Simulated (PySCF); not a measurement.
## ²⁹Si chemical shifts

All values are calculated (PySCF): shielding tensors at PBE0/pcSseg-1 (GIAO), coordinates at the GFN2-xTB level. A single conformation, non-relativistic Hamiltonian, in vacuum, rapidly exchanging positions averaged.

Shieldings were converted by a linear fit to measured shifts: ²⁹Si: δ = 279.94 − 0.822σ (rms 8.9 ppm, 72 shifts, 25.8 ppm with the 6 outliers that the fit left out vs TMS, solution or neat liquid). A few per cent of atoms miss by over 2 rms, more outside the fitted compound classes.

(1) Give the ²⁹Si shifts of `[SiH3]S[SiH2]Cl`, `N#C[C@H]([SiH3])[SiH]([SiH3])[SiH3]`, `CS[SiH2][SiH2]C#N`, `F[Si@@H]1C([SiH3])=C[Si@H]1[SiH3]`, `[SiH3]Cc1cccc(O[SiH3])c1`, `N#C[SiH2]SC[SiH3]`, `C#C[Si@@H](S)N[SiH3]`.

(2) Order these by ²⁹Si shift, lowest first.
A. O=[P@@H](C[SiH3])C(F)=C(F)F
B. C=CCCC[SiH2]O
C. O=C=C(Cl)CC(=O)[SiH3]
D. C=C[C@@H](C#N)O[SiH2]C#N

Results:

(1) 
| compound | environment | δ (ppm) |
| --- | --- | --- |
| [SiH3:1][S:2][SiH2:3][Cl:4] | Si3: silicon bonded to Cl, S, 2 H | -13.1 |
| [SiH3:1][S:2][SiH2:3][Cl:4] | Si1: silicon bonded to S, 3 H | -56.1 |
| [N:1]#[C:2][C@H:3]([SiH3:4])[SiH:5]([SiH3:6])[SiH3:7] | Si4: silicon bonded to C, 3 H | -58.2 |
| [N:1]#[C:2][C@H:3]([SiH3:4])[SiH:5]([SiH3:6])[SiH3:7] | Si5: silicon bonded to C, 2 Si, H | -64.0 |
| [N:1]#[C:2][C@H:3]([SiH3:4])[SiH:5]([SiH3:6])[SiH3:7] | Si6: silicon bonded to Si, 3 H | -98.6 |
| [N:1]#[C:2][C@H:3]([SiH3:4])[SiH:5]([SiH3:6])[SiH3:7] | Si7: silicon bonded to Si, 3 H | -104.3 |
| [CH3:1][S:2][SiH2:3][SiH2:4][C:5]#[N:6] | Si3: silicon bonded to S, Si, 2 H | -46.4 |
| [CH3:1][S:2][SiH2:3][SiH2:4][C:5]#[N:6] | Si4: silicon bonded to C, Si, 2 H | -94.2 |
| [F:1][Si@@H:2]1[C:3]([SiH3:4])=[CH:5][Si@H:6]1[SiH3:7] | Si2: silicon bonded to C, F, Si, H, in a 4-membered ring | 11.1 |
| [F:1][Si@@H:2]1[C:3]([SiH3:4])=[CH:5][Si@H:6]1[SiH3:7] | Si6: silicon bonded to C, 2 Si, H, in a 4-membered ring | -34.7 |
| [F:1][Si@@H:2]1[C:3]([SiH3:4])=[CH:5][Si@H:6]1[SiH3:7] | Si4: silicon bonded to C, 3 H | -70.2 |
| [F:1][Si@@H:2]1[C:3]([SiH3:4])=[CH:5][Si@H:6]1[SiH3:7] | Si7: silicon bonded to Si, 3 H | -104.4 |
| [SiH3:1][CH2:2][c:3]1[cH:4][cH:5][cH:6][c:7]([O:8][SiH3:9])[cH:10]1 | Si9: silicon bonded to O, 3 H | -43.8 |
| [SiH3:1][CH2:2][c:3]1[cH:4][cH:5][cH:6][c:7]([O:8][SiH3:9])[cH:10]1 | Si1: silicon bonded to C, 3 H | -58.4 |
| [N:1]#[C:2][SiH2:3][S:4][CH2:5][SiH3:6] | Si3: silicon bonded to C, S, 2 H | -50.2 |
| [N:1]#[C:2][SiH2:3][S:4][CH2:5][SiH3:6] | Si6: silicon bonded to C, 3 H | -63.8 |
| [CH:1]#[C:2][Si@@H:3]([SH:4])[NH:5][SiH3:6] | Si3: silicon bonded to C, N, S, H | -37.1 |
| [CH:1]#[C:2][Si@@H:3]([SH:4])[NH:5][SiH3:6] | Si6: silicon bonded to N, 3 H | -55.6 |

(2) C (-82.2 ppm, silicon bonded to C, 3 H), A (-67.6 ppm, silicon bonded to C, 3 H), D (-53.2 ppm, silicon bonded to C, O, 2 H), B (-16.9 ppm, silicon bonded to C, O, 2 H).
